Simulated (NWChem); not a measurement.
# Basis-set convergence for H6AlN

SMILES: N.[AlH3]
```xyz
8

Al    -0.5236    -0.6256     0.0000
H     -1.2955    -0.3151     1.3703
H     -1.2955    -0.3151    -1.3703
H      0.5243    -1.8387     0.0000
N      0.8146     0.9732     0.0000
H      1.4219     0.9580    -0.8237
H      1.4219     0.9580     0.8237
H      0.3277     1.8734     0.0000
```
Charge 0, spin multiplicity 1.

Everything below was run with NWChem. The geometry was optimised at B3LYP/def2-SVP, a minimum by its harmonic frequencies.

Quantity: dipole moment at the level PBE.

The Pople sets run with spherical d functions. The structure started from a generated list of species.

| basis | functions | dipole moment (D) |
|---|---|---|
| 3-21G | 34 | 6.14 |
| 6-31G* | 44 | 5.76 |
| 6-31+G* | 52 | ? |
| cc-pVDZ | 62 | 5.58 |
| def2-SVP | 62 | ? |
| 6-311++G** | 94 | 5.46 |
| aug-cc-pVDZ | 104 | 5.32 |
| aug-pcseg-1 | 104 | 5.34 |
| def2-TZVP | 104 | 5.45 |
| def2-TZVPP | 157 | ? |

Task: Some entries are withheld; supply them.

Result: 
- 6-31+G*, dipole moment (D): 5.55
- def2-SVP, dipole moment (D): 5.72
- def2-TZVPP, dipole moment (D): 5.43
